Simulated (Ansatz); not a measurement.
`[Cl][GeH2][GeH2][Cl]`. Charge 0, multiplicity 1. Geometry: relaxed with PBE0-D4/def2-TZVP. It is one conformer, not always the lowest.

```xyz
8

Cl    1.577    1.578   -1.620
Ge   -0.238    0.540   -1.059
Ge    0.239   -0.539    1.060
Cl   -1.574   -1.585    1.612
H    -1.343    1.598   -0.944
H    -0.544   -0.465   -2.177
H     1.349   -1.592    0.949
H     0.535    0.467    2.180
```

Question: What is the dipole moment at ωB97M-V/def2-TZVPP? (Best estimate.)

Answer: Computed: 0.01 D, zero by symmetry or nearly so.

Question: Give the Mulliken charges with ωB97M-V, PBE, B3LYP in def2-TZVPP. (An estimate is asked.)

Answer: Computed: 
```json
{"atom": "Cl1", "ωB97M-V": "-0.29", "PBE": "-0.29", "B3LYP": "-0.31"}
{"atom": "Ge2", "ωB97M-V": "0.19", "PBE": "0.26", "B3LYP": "0.27"}
{"atom": "Ge3", "ωB97M-V": "0.19", "PBE": "0.26", "B3LYP": "0.27"}
{"atom": "Cl4", "ωB97M-V": "-0.29", "PBE": "-0.29", "B3LYP": "-0.31"}
{"atom": "H5", "ωB97M-V": "0.05", "PBE": "0.02", "B3LYP": "0.02"}
{"atom": "H6", "ωB97M-V": "0.05", "PBE": "0.02", "B3LYP": "0.02"}
{"atom": "H7", "ωB97M-V": "0.05", "PBE": "0.02", "B3LYP": "0.02"}
{"atom": "H8", "ωB97M-V": "0.05", "PBE": "0.02", "B3LYP": "0.02"}
```

B3LYP here is the variant with VWN-RPA as its local correlation; programs differ in this.
